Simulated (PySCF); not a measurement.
**Ag+ (silver, charge +1) across methods**

[Kr] 4d10, closed-shell 1S. All numbers are calculated (PySCF 2.14, scalar relativity through the core potential, in aug-cc-pVTZ-PP with ECP28MDF (6s6p5d3f2g, 88 functions)).

```tsv
method	E (hartree)	mean ε 4s (eV)	mean ε 4p (eV)	mean ε 4d (eV)	Σ⟨r²⟩ (bohr²)	⟨S²⟩
BLYP	-146.5930	-106.00	-68.585	-15.493	32.86	0.000
LDA	-146.3450	-105.99	-68.655	-15.829	32.85	0.000
PBE0	-146.6254	-111.32	-72.764	-17.357	32.31	0.000
r2SCANh	-146.6568	-110.50	-71.859	-16.396	32.20	0.000
LC-wPBE	-146.6563	-111.71	-74.235	-20.115	32.33	0.000
r2SCAN	-146.6690	-108.70	-70.407	-15.667	32.29	0.000
PBE	-146.6323	-105.92	-68.557	-15.538	32.69	0.000
UHF	-145.82167	-126.62	-84.524	-21.973	31.71	0.000
```

Question: Estimate the same row for PW91.

Answer: E (hartree) = -146.6974; mean ε 4s (eV) = -106.04; mean ε 4p (eV) = -68.657; mean ε 4d (eV) = -15.622; Σ⟨r²⟩ (bohr²) = 32.69; ⟨S²⟩ = 0.000.

Energies and moments cover only the electrons outside the core potential.
